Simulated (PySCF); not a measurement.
**Adding and removing an electron: ZnCl**

UHF-SCS-MP2; basis Zn x2c-SVPall, Cl x2c-SVPall; spin-free X2C with a Gaussian nucleus; PySCF 2.14. Neutral (UHF): doublet (σ ↑), Re = 2.150 Å, ωe = 410 cm⁻¹, De = 1.96 eV.

ZnCl⁺ (RHF): singlet (closed shell), Re = 2.069 Å, ωe = 471 cm⁻¹, De = 2.41 eV to Zn⁺ + Cl. The energies at the minima are -2255.16239 hartree for ZnCl and -2254.85486 for ZnCl⁺.

(1) Work out the adiabatic ionisation energy, without and with harmonic zero-point energies (1 hartree = 27.2114 eV, 1 eV = 8065.5 cm⁻¹), and the change of the bond length.

Correlated steps freeze 10 core orbitals. Correlated levels converge slowly with the basis: in double zeta they bind strong bonds too weakly, by up to about 1 eV, and carry superposition errors of some tenths. For an ion De counts to the pair picked by the measured ionisation energies or electron affinities, which need not be the lowest pair at this level. Where the molecule has an RHF reference, its open-shell atoms are computed with UHF. States were picked by a PBE0 search and need not be the measured ground states.

Neutral and ion stand on different kinds of reference determinant, which adds to the error of the difference.

Answers

(1) At SCS-MP2: 0.30753 hartree = 8.368 eV between the minima; the zero-point term (471.0 − 410.0)/2 cm⁻¹ = +0.004 eV makes it 8.372 eV. Re changes by -8.1 pm against the neutral. The electron leaves a σ orbital, and the shorter bond of the ion fits an antibonding orbital, or a change in how ionic the bond is.
